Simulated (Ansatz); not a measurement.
Calculated with Ansatz (gas phase, PBE0-D4/def2-TZVP geometries, no zero-point term in ΔE). CBS: MP2 limit from def2 TZ/QZ plus the TZ coupled-cluster correction, frozen cores. DFT in def2-TZVPP. B3LYP here is the variant with VWN-RPA as its local correlation; programs differ in this. For Ge outer-core shells are correlated without core-valence functions, which leaves a few kJ/mol of doubt a bond. Scalar relativity is left out up to krypton. One conformer a species, not always the lowest.

Consider the ligand exchange at the Si–S bond: `O[SiH2]S[SiH2]Cl` + `C=C[NH][GeH3]` → `C=C[N]([GeH3])[SiH2]Cl` + `O[SiH2]S`.

```json
{"level": "PBE-D4", "ΔE (kJ/mol)": "7.3", "difference from CCSD(T)/CBS": "14.0"}
{"level": "B3LYP-D4", "ΔE (kJ/mol)": "-1.5", "difference from CCSD(T)/CBS": "5.2"}
{"level": "ωB97X-V", "ΔE (kJ/mol)": "-0.6", "difference from CCSD(T)/CBS": "6.1"}
{"level": "PBE0", "ΔE (kJ/mol)": "7.7", "difference from CCSD(T)/CBS": "14.4"}
{"level": "B3LYP", "ΔE (kJ/mol)": "1.5", "difference from CCSD(T)/CBS": "8.2"}
{"level": "HF/def2-TZVPP", "ΔE (kJ/mol)": "-1.6", "difference from CCSD(T)/CBS": "5.1"}
{"level": "MP2/def2-QZVPP", "ΔE (kJ/mol)": "-6.6", "difference from CCSD(T)/CBS": "0.1"}
{"level": "HF/CBS(def2)", "ΔE (kJ/mol)": "-2.7", "difference from CCSD(T)/CBS": "4.0"}
{"level": "MP2/CBS(def2)", "ΔE (kJ/mol)": "-5.0", "difference from CCSD(T)/CBS": "1.7"}
{"level": "CCSD/CBS(def2)", "ΔE (kJ/mol)": "-6.5", "difference from CCSD(T)/CBS": "0.2"}
{"level": "CCSD(T)/CBS", "ΔE (kJ/mol)": "-6.7", "difference from CCSD(T)/CBS": "0"}
```

Largest T1 diagnostic among the species: 0.012.

In def2-TZVPP, CCSD(T) changes the Hartree–Fock value by −8.1 kJ/mol (the triples alone add −0.2 kJ/mol) and MP2 by −6.4 kJ/mol.
